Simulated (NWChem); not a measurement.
System: C2H3NO2Si; SMILES O=C=N[SiH2]C=O

Input file for NWChem:

```
start job
memory heap 200 mb stack 900 mb global 1100 mb
geometry units angstroms noautoz
  O      0.604733     3.285850     0.000000
  C      0.212756     2.187143     0.000000
  N     -0.184494     1.056771     0.000000
  Si    -0.786175    -0.554500     0.000000
  C      0.688004    -1.798753     0.000000
  O      0.454955    -2.981157     0.000000
  H     -1.600839    -0.791470     1.222975
  H     -1.600839    -0.791470    -1.222975
  H      1.749475    -1.421663     0.000000
end
basis spherical
  * library def2-svp
end
dft
  xc pw6b95
  iterations 150
  mulliken
end
task dft energy
```

Coordinates come from a PBE0/def2-SVP optimisation.

Q: Give the results of this calculation. (PW6B95/def2-SVP.) Quantities: energy (Ha); highest occupied level (eV); orbital gap (eV); dipole (D).

A: 
- energy (Ha): -573.01
- highest occupied level (eV): -7.38
- orbital gap (eV): 5.68
- dipole (D): 0.47
